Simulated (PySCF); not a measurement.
## Radial density of B (boron, neutral)

BLYP, [He] 2s1 2p2, high-spin 4P determinant (an excited configuration). Computed with PySCF 2.14 in aug-cc-pCVQZ-DK (9s8p6d4f2g, 109 functions), with the spin-free X2C one-electron Hamiltonian (Gaussian nucleus).

```csv
r (bohr),4πr²ρ (e/bohr),4πr²(ρα − ρβ)
0.00493,0.02141,0.0005
0.00829,0.05784,0.0014
0.0140,0.1535,0.0037
0.0235,0.3929,0.0095
0.0395,0.9443,0.0227
0.0664,2.038,0.0485
0.112,3.681,0.0855
0.188,4.971,0.1100
0.316,4.217,0.1054
0.531,1.890,0.2496
0.894,1.067,0.8706
1.50,1.413,1.4101
2.53,0.8063,0.8063
4.25,0.1378,0.1378
7.15,0.005369,0.0054
12.0,2.993e-05,0.0000
```

Densities and radii are taken from the X2C orbitals without a picture-change correction, which distorts them close to the nucleus.
